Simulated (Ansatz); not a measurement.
Which is lower?

The two ends of one reaction step of C2H8Zn, singlet (PBE0-D4/def2-TZVP).

A:

Zn1  (-0.881, -0.213, -1.462)
C2  (0.910, 1.482, 0.939)
C3  (-0.688, -1.821, -0.391)
H4  (0.665, 1.972, -0.004)
H5  (-1.045, 1.055, -2.330)
H6  (1.435, 0.546, 0.747)
H7  (1.549, 2.140, 1.527)
H8  (-0.005, 1.277, 1.495)
H9  (-0.829, -1.602, 0.670)
H10  (-1.419, -2.581, -0.678)
H11  (0.309, -2.254, -0.513)
(Å)

B:

Zn1  (0.082, -0.271, 0.499)
C2  (0.907, 1.247, 1.388)
C3  (-0.741, -1.793, -0.386)
H4  (-0.223, 1.559, -2.166)
H5  (-0.520, 0.895, -2.337)
H6  (1.953, 1.357, 1.090)
H7  (0.390, 2.177, 1.137)
H8  (0.880, 1.133, 2.475)
H9  (-0.784, -2.663, 0.274)
H10  (-1.764, -1.560, -0.696)
H11  (-0.179, -2.079, -1.279)
(Å)

Computed with Ansatz 0.2.0 (basis: def2-TZVPP); correlated methods freeze the cores. The 3s and 3p shells of Cu and Zn are frozen; filled d shells are correlated. B3LYP uses VWN-RPA correlation.

Q: Which structure is lower at CCSD(T), and by how much? (To be estimated.)

A: The calculation gives: A, by 10.31 kcal/mol (electronic energy, against the other). By their contacts, A is a complex of CH₄Zn ([CH3][ZnH]) + CH₄ and B is a complex of C₂H₆Zn ([CH3][Zn][CH3]) + H₂.

All methods give the same order:

```csv
method,E(B) − E(A) (kcal/mol)
SPW92,9.73
PBE-D4,9.65
BLYP-D4,10.33
r2SCAN-D4,10.39
B97M-V,14.01
PBE0-D4,10.80
B3LYP-D4,11.32
r2SCAN0-D4,11.14
BHLYP-D4,12.83
CAM-B3LYP-D4,11.84
wB97X-V,11.08
wB97M-V,10.75
B2PLYP,10.52
PBE-QIDH,10.36
RPA on PBE,10.38
HF,16.01
MP2,8.32
CCSD,11.28
CCSD(T),10.31
```

T1 diagnostic: at most 0.013.

Labels in which every atom is bracketed show which atoms are joined, not bond orders.

For scale, one of the runs: CCSD(T)/def2-TZVPP, 238 basis functions, launched by `ansatz run in.yaml --threads 8 --pin off --events-out ev --progress --plain --max-ram 19148MiB`. The run took 44 s on 8 CPU threads of an Arm Neoverse V2 (shared host), with 4.4 GiB of host memory at its peak.
